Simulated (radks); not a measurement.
Results of a calculation; reference values are marked as such.
Question: Ionisation of Ge16+, [Ne] 3s2 3p4, to Ge17+, [Ne] 3s2 3p3, under several functionals. Scalar-relativistic Kohn-Sham, spin-unpolarised, spherical densities, point nucleus; a radial shooting solver on a logarithmic mesh with Libxc functionals. The NIST Atomic Spectra Database gives 609 eV (semi-empirical). Rank these functionals by the error of their Delta-SCF ionisation energy: AM05; B86b exchange with PBE correlation; SOGGA; exchange-only B88; revPBE; BP86; LDA (Slater exchange, Perdew-Wang correlation); PBE; LDA (Slater exchange, VWN5 correlation).

Answer: From best to worst: exchange-only B88 612.76 eV (+3.7); SOGGA 613.75 eV (+4.7); AM05 613.85 eV (+4.7); LDA (Slater exchange, Perdew-Wang correlation) 614.01 eV (+4.9); LDA (Slater exchange, VWN5 correlation) 614.02 eV (+4.9); PBE 614.16 eV (+5.1); revPBE 614.16 eV (+5.1); B86b exchange with PBE correlation 614.28 eV (+5.2); BP86 614.39 eV (+5.3). Spin polarisation and multiplet splitting are left out, so open shells lie too high by an amount that depends on their filling.

Beside tabulated values, note that spin-unpolarised runs miss the spin-polarisation part of the exchange energy of open shells.
